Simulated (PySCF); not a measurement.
Species: Si(vinyl)2(NHiPr)2, C10H22N2Si.
Cartesian coordinates in Å at the PBE0-D3(BJ)/def2-SVP level; atoms count from 1:
```
atom  x, y, z in Å
Si1    0.4780   -0.0371    0.3424
C2     0.4551   -0.3418    2.1988
C3     1.2553    0.2742    3.0775
H4    -0.2878   -1.0454    2.6037
H5     2.0166    0.9931    2.7525
H6     1.1911    0.0955    4.1571
C7     2.2401    0.2366   -0.2571
C8     3.3345   -0.2732    0.3207
H9     2.3890    0.8273   -1.1736
H10    3.2740   -0.8766    1.2338
H11    4.3399   -0.1151   -0.0867
N12   -0.3144    1.4136   -0.1840
C13   -1.6164    1.9512    0.1714
C14   -1.5002    3.0403    1.2352
C15   -2.5723    0.8546    0.6179
H16    0.3189    2.1347   -0.5141
H17   -2.0564    2.4131   -0.7354
H18   -1.0868    2.6177    2.1649
H19   -2.4794    3.4928    1.4600
H20   -0.8264    3.8461    0.9026
H21   -2.2346    0.3997    1.5632
H22   -3.5753    1.2723    0.7904
H23   -2.6428    0.0536   -0.1304
N24   -0.2993   -1.4655   -0.2681
C25   -0.3887   -1.9645   -1.6300
C26    0.7230   -2.9658   -1.9386
C27   -0.3984   -0.8306   -2.6446
H28   -0.3790   -2.2129    0.4142
H29   -1.3556   -2.4959   -1.7334
H30    1.7067   -2.4747   -1.8688
H31    0.6147   -3.3933   -2.9484
H32    0.7127   -3.7990   -1.2179
H33    0.5627   -0.2915   -2.6466
H34   -0.5562   -1.2305   -3.6572
H35   -1.1875   -0.0996   -2.4223
```

The closed-shell ground state was solved at several levels (PySCF, density fitting, gas phase, non-relativistic).

| level | basis functions | total energy (Eh) | HOMO (eV) | LUMO (eV) | gap (eV) | dipole (D) |
| --- | --- | --- | --- | --- | --- | --- |
| CAM-B3LYP/def2-SVPD | 440 | -792.6147 | -7.65 | 0.70 | 8.35 | 0.01 |
| PBE0/pcSseg-1 | 338 | -792.5155 | -6.25 | -0.29 | 5.96 | 0.05 |

(1) What might wB97X-D/pcSseg-1 (338 basis functions) give for the same quantities?

(2) Over all these levels, which gives the widest orbital gap and which the narrowest?

(3) How far do the dipole and the HOMO energy spread over the levels?

Answers

(1) Total energy -793.0817 Eh, HOMO -8.09 eV, LUMO 1.52 eV, gap 9.61 eV, dipole 0.02 D.

(2) wB97X-D/pcSseg-1 (range-separated hybrid) has the widest, 9.61 eV, and PBE0/pcSseg-1 (global hybrid, 25 % exact exchange) the narrowest, 5.96 eV. The two share the basis. From the narrowest to the widest the HOMO moves by -1.84 eV and the LUMO by +1.81 eV.

(3) The dipole runs from 0.01 to 0.05 D (mean 0.03 D) and the HOMO from -8.09 to -6.25 eV.

One conformer stands for the species.

Note: wB97X-D ran without an empirical dispersion term, which enters the total energy and its gradient alone.
